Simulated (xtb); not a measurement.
OZr, quintet, at a GFN2-xTB geometry of the parent state (such geometries of metal compounds can be far from the true shape) (another spin typed on purpose, not shown lowest); xtb with GFN1-xTB.

Input for xtb:
```
$ xtb mol.xyz --gfn 1 --chrg 0 --uhf 4 --json

# file mol.xyz
2

Zr    -0.00000000    -0.00000000    -0.29196683
O      0.00000000     0.00000000     1.45983413
```

Output, abridged:

```
   ID    Z sym.   atoms
    1   40 Zr     1
    2    8 O      2

           -------------------------------------------------
          |                Calculation Setup                |
           -------------------------------------------------

           -------------------------------------------------
          |                 G F N 1 - x T B                 |
           -------------------------------------------------

          ...................................................
          :                      SETUP                      :
          :.................................................:
          :  # basis functions                  14          :
          :  # atomic orbitals                  13          :
          :  # shells                            5          :
          :  # electrons                        10          :
          :  # halogen bonds                     0          :
          :  max. iterations                   250          :
          :  Hamiltonian                  GFN1-xTB          :
          :  restarted?                      false          :
          :  GBSA solvation                  false          :
          :  PC potential                    false          :
          :  electronic temp.          300.0000000     K    :
          :  accuracy                    1.0000000          :
          :  -> integral cutoff          0.2500000E+02      :
          :  -> integral neglect         0.1000000E-07      :
          :  -> SCF convergence          0.1000000E-05 Eh   :
          :  -> wf. convergence          0.2000000E-04 e    :
          :  Broyden damping             0.4000000          :
          :  net charge                          0          :
          :  unpaired electrons                  4          :
          ...................................................

 iter      E             dE          RMSdq      gap      omega  full diag
   1     -5.3870609 -0.538706E+01  0.197E+01    0.00       0.0  T
   2     -5.7259693 -0.338908E+00  0.886E+00    0.00       1.0  T
   3     -5.7398480 -0.138787E-01  0.479E+00    0.00       1.0  T
   4     -5.7382225  0.162552E-02  0.910E-01    0.00       1.0  T
   5     -5.7401166 -0.189408E-02  0.134E-01    0.00       1.0  T
   6     -5.7401520 -0.354627E-04  0.353E-02    0.00       2.0  T
   7     -5.7401542 -0.216802E-05  0.298E-03    0.00      23.8  T
   8     -5.7401542 -0.151915E-07  0.589E-05    0.00    1200.1  T
[...]
         :: total energy              -5.703112370530 Eh    ::
[...]
           -------------------------------------------------

    * Orbital Energies and Occupations

         #    Occupation            Energy/Eh            Energy/eV
      -------------------------------------------------------------
         1        2.0000           -0.7401816             -20.1414
         2        1.7963           -0.5062946             -13.7770
         3        1.7963           -0.5062946             -13.7770
         4        1.4075           -0.5046438             -13.7321
         5        1.0000           -0.2528202              -6.8796
         6        1.0000           -0.2528202              -6.8796
         7        0.5000           -0.2374950              -6.4626 (HOMO)
         8        0.5000           -0.2374950              -6.4626 (LUMO)
         9        0.0000           -0.2251726              -6.1273
        10                         -0.1261491              -3.4327
        11                         -0.1052981              -2.8653
        12                         -0.1052981              -2.8653
        13                          0.3919085              10.6644
      -------------------------------------------------------------
                  HL-Gap            0.0000000 Eh            0.0000 eV
             Fermi-level           -0.3712473 Eh          -10.1022 eV

  Mulliken/CM5 charges         n(s)   n(p)   n(d)
     1Zr    0.41074  0.70701   0.139  0.400  3.050
     2O    -0.41074 -0.70701   1.756  4.655  0.000

Wiberg/Mayer (AO) data.
largest (>0.10) Wiberg bond orders for each atom

 ---------------------------------------------------------------------------
     #   Z sym  total        # sym  WBO       # sym  WBO       # sym  WBO
 ---------------------------------------------------------------------------
     1  40 Zr   0.988 --     2 O    0.988
     2   8 O    0.988 --     1 Zr   0.988
 ---------------------------------------------------------------------------

Topologies differ in total number of bonds
Writing topology from bond orders to xtbtopo.mol

 dipole moment from electron density (au)
     X       Y       Z
  -0.0000   0.0000  -2.0898  total (Debye):    5.312

           -------------------------------------------------
          | TOTAL ENERGY               -5.703112370530 Eh   |
          | GRADIENT NORM               0.165443675022 Eh/α |
          | HOMO-LUMO GAP               0.000000000000 eV   |
           -------------------------------------------------

normal termination of xtb
```
